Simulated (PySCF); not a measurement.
Ge(H)(NMe2) (C₂H₇GeN), SMILES C[N](C)[GeH] (connectivity only; charge and spin as stated), neutral, multiplicity 1.

Geometry optimised at PBE0-D3(BJ)/def2-SVP. The structure was generated by enumeration; whether it is a known compound was not checked.

Calculation: PBE/def2-TZVP (PySCF).

Symmetry labels are those of the subgroup Cs that the program uses (full group Cs).

Computed valence orbital energies around the gap with their symmetry:
```csv
orbital,symmetry,energy (eV)
HOMO−7,A',-11.31
HOMO−6,A",-11.24
HOMO−5,A',-10.22
HOMO−4,A",-9.57
HOMO−3,A',-9.09
HOMO−2,A',-7.89
HOMO−1,A",-5.80
HOMO,A',-5.35
LUMO,A",-2.36
LUMO+1,A',-0.08
LUMO+2,A',0.72
LUMO+3,A',1.36
```
